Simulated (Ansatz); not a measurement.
Compare A (`C/C(Br)=[CH]\[AlH2]`) with its isomer B (`C=[C](Br)[AlH][CH3]`).

Calculated with Ansatz (gas phase, PBE0-D4/def2-TZVP geometries, no zero-point term in ΔE). CCSD(T)/CBS adds triple-zeta CCSD(T) − MP2 to the extrapolated MP2 energy (def2 sets, frozen cores). Functionals use def2-TZVPP. B3LYP here is the variant with VWN-RPA as its local correlation; programs differ in this. For Br outer-core shells are correlated without core-valence functions, which leaves a few kJ/mol of doubt a bond. Scalar relativity is left out up to krypton. One conformer a species, not always the lowest.

Question: Which is lower in electronic energy at CCSD(T)/CBS, and by how much? (An estimate is asked.)

Answer: The calculation gave: B, by 6.9 kcal/mol.

Question: Give E(B) − E(A) in kcal/mol with B2PLYP, B3LYP, HF/def2-TZVPP, CCSD(T)/def2-TZVPP, PBE-D4, CCSD/def2-TZVPP, MP2/def2-TZVPP. (An estimate is asked.)

Answer: Computed: B2PLYP -6.6, B3LYP -6.9, HF/def2-TZVPP -6.7, CCSD(T)/def2-TZVPP -6.5, PBE-D4 -5.5, CCSD/def2-TZVPP -6.7, MP2/def2-TZVPP -5.7. None reverses the order clearly.

Largest T1 diagnostic: 0.010.
